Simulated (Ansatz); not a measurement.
Geometry optimisation, Ansatz 0.2.0, RHF/STO-3G.

Input:

```yaml
crystal:
  periodic: [false, false, false]
  atoms:
    - { symbol: F, position_ang: [-0.3135, 0.0384, 2.2901] }
    - { symbol: Si, position_ang: [0.7256, -0.3604, 1.1902] }
    - { symbol: Cl, position_ang: [1.6253, -2.0584, 1.8454] }
    - { symbol: C, position_ang: [-0.0252, -0.7163, -0.4083] }
    - { symbol: Si, position_ang: [-0.7306, 0.8827, -1.0284] }
    - { symbol: H, position_ang: [1.784, 0.6978, 1.0783] }
    - { symbol: H, position_ang: [-0.8871, -1.444, -0.2706] }
    - { symbol: H, position_ang: [0.6413, -1.1425, -1.1313] }
    - { symbol: H, position_ang: [-1.7376, 1.4917, -0.0527] }
    - { symbol: H, position_ang: [0.3785, 1.8584, -1.1843] }
    - { symbol: H, position_ang: [-1.3953, 0.6955, -2.3078] }
basis:
  gaussian: { orbitals: STO-3G }
hamiltonian:
  xc: hf
relax:
  f_tol: 0.02
  max_steps: 40
scf:
  lower_state_search: "off"
```

Launched with:

```bash
$ ansatz run input.yaml --threads 1 --pin off --max-ram 2048MiB --backend cpu --events-out ev --progress --plain --runs-dir out
```

Q: Where does it end, and by what steps?

A: The run converged. The force dipped under the threshold on the way, but the program's further checks kept it going. Limits of this set-up: minimal basis. After 11 steps the energy has fallen by 0.638 eV; H6 moved furthest, 0.28 Å.

| step | energy less start (eV) | largest force component (eV/Å) | accepted |
| --- | --- | --- | --- |
| 0 | 0.0000 | 3.277 | yes |
| 1 | -0.5399 | 0.899 | yes |
| 2 | -0.6209 | 0.460 | yes |
| 3 | -0.6317 | 0.147 | yes |
| 4 | -0.6358 | 0.082 | yes |
| 5 | -0.6369 | 0.065 | yes |
| 6 | -0.6373 | 0.012 | yes |
| 7 | -0.6375 | 0.029 | yes |
| 8 | -0.6379 | 0.051 | yes |
| 9 | -0.6382 | 0.059 | yes |
| 10 | -0.6383 | 0.030 | yes |
| 11 | -0.6384 | 0.006 | yes |

```xyz
11
Properties=species:S:1:pos:R:3
F -0.209 0.123 2.378
Si 0.813 -0.391 1.248
Cl 1.542 -2.240 1.902
C -0.037 -0.603 -0.380
Si -0.818 0.933 -1.099
H 1.933 0.487 1.185
H -0.795 -1.367 -0.278
H 0.685 -0.989 -1.086
H -1.821 1.424 -0.218
H 0.175 1.937 -1.270
H -1.402 0.628 -2.360
```

Run time: 16 s on 1 thread of Arm Neoverse V1, on a shared host, peak memory 0.13 GiB.
